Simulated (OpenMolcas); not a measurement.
# Mn3+: moving or changing the point charges

Mn3+ among 6 point charges of -2 e arranged as a tetragonal octahedron (D4h), 1.67 Å from the ion, with the axial distance 1.503 Å. The active orbitals were held to one l.
```
   1.6700    0.0000    0.0000  -2.00
   0.0000    1.6700    0.0000  -2.00
  -1.6700    0.0000    0.0000  -2.00
   0.0000   -1.6700    0.0000  -2.00
   0.0000    0.0000    1.5030  -2.00
   0.0000    0.0000   -1.5030  -2.00
```

| Item | Value |
| --- | --- |
| Program | OpenMolcas 26.06 |
| Method | CASSCF |
| Basis | ANO-RCC-VDZP [5s4p2d1f] |
| Scalar Hamiltonian | DKH2, point nucleus |
| Active space | 4 electrons in 5 orbitals (3d) |
| State averaging | 2S+1 = 5 even, 5 roots; 2S+1 = 3 even, 45 roots; 2S+1 = 1 even, 50 roots |
| Spin-orbit coupling | state interaction with AMFI integrals over the reference wave functions |

Runs around this geometry, states (labels of D4, the rotations of D4h). Energies in cm-1 above the lowest state or level, χT in cm3 K/mol.

```json
{"R (Å)": "1.67", "Axial / equatorial distance": "0.83", "Ground state": "5A1", "First state of that spin": "5B1 15869", "First gap with spin-orbit (degeneracies)": "4.1 (1, 2)", "χT at 300 K": "2.956", "First state of another spin": "3A2 17028"}
{"R (Å)": "1.51", "Axial / equatorial distance": "0.9", "Ground state": "5A1", "First state of that spin": "5B1 10357", "First gap with spin-orbit (degeneracies)": "4.6 (1, 2)", "χT at 300 K": "2.962", "First state of another spin": "3A2 12153"}
{"R (Å)": "1.67", "Axial / equatorial distance": "0.9", "Ground state": "5A1", "First state of that spin": "5B1 7980", "First gap with spin-orbit (degeneracies)": "4.7 (1, 2)", "χT at 300 K": "2.938", "First state of another spin": "3A2 17359"}
{"R (Å)": "1.78", "Axial / equatorial distance": "0.9", "Ground state": "5A1", "First state of that spin": "5B1 6711", "First gap with spin-orbit (degeneracies)": "5.2 (1, 2)", "χT at 300 K": "2.916", "First state of another spin": "3A2 19609"}
```

Taking the first state of the same spin as R^-n, n = -ln(6711 / 10357) / ln(1.78 / 1.51) = 2.6 between the shortest and longest distance.

Without dynamic correlation the repulsion within the d shell is too large (B by tens of per cent), so at a given field states of lower spin stand too high. This shell can be high or low spin here, a state of another spin lies low, and with metal d orbitals alone active their balance is uncertain, so the ground spin may be wrong (holds for R = 1.51, ratio = 0.9). Point charges carry no covalency, so the field is a model and not that of real ligands. No measured value stands beside these numbers.
